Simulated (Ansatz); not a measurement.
Geometry optimisation, RKS PBE/6-31G* (Ansatz).

Input:

```yaml
crystal:
  periodic: [false, false, false]
  atoms:
    - { symbol: Al, position_ang: [0.048576, 0.570509, -0.248251] }
    - { symbol: Cl, position_ang: [-0.241961, -0.401062, 3.024836] }
    - { symbol: O, position_ang: [1.654224, 0.058614, -0.620287] }
    - { symbol: H, position_ang: [1.770294, -0.8299, -1.006069] }
    - { symbol: H, position_ang: [-1.290815, -0.157554, -0.705036] }
    - { symbol: S, position_ang: [-0.058574, 2.575689, 0.767723] }
    - { symbol: H, position_ang: [1.299869, 2.670791, 0.875769] }
    - { symbol: H, position_ang: [-0.298712, 0.912914, 2.747515] }
basis:
  gaussian: { orbitals: "6-31G*" }
hamiltonian:
  xc: pbe
relax:
  f_tol: 0.03
  max_steps: 50
output:
  orbitals: {}
```

Command:

```bash
$ ansatz run input.yaml --threads 2 --pin off --max-ram 3072MiB --backend cpu --events-out ev --progress --plain --runs-dir out
```

Problem. Where does it end, and by what steps?

Solution. It converged. After 19 steps the energy has fallen by 0.906 eV; H8 moved furthest, 1.40 Å. Parted: Cl2–H8 (1.34 → 3.19 Å). Joined: Al1–Cl2 (3.43 → 2.16 Å), S6–H8 (2.60 → 1.36 Å).

```tsv
step	energy less start (eV)	largest force component (eV/Å)	accepted
0	0.0000	0.724	yes
1	-0.0431	0.165	yes
2	-0.0557	0.359	yes
3	-0.0716	0.473	yes
4	-0.0842	0.272	yes
5	-0.0946	0.162	yes
6	-0.1013	0.308	yes
7	-0.1201	0.473	yes
8	-0.1889	0.906	yes
9	-0.3251	0.864	yes
10	-0.4820	1.266	yes
11	-0.7057	0.428	yes
12	-0.8026	0.382	yes
13	-0.8633	0.597	yes
14	-0.8945	0.162	yes
15	-0.8714	0.397	no
16	-0.9034	0.198	yes
17	-0.9054	0.061	yes
18	-0.9060	0.043	yes
19	-0.9064	0.025	yes
```

```xyz
8
Properties=species:S:1:pos:R:3
Al -0.106 -0.042 0.313
Cl -0.249 -0.971 2.255
O 1.491 0.182 -0.362
H 1.876 -0.548 -0.880
H -1.395 -0.191 -0.615
S -0.056 2.405 0.988
H 1.293 2.360 0.806
H 0.030 2.205 2.330
```

The run took 34 s on 2 threads of Arm Neoverse V1 (shared host), peak memory 0.14 GiB.
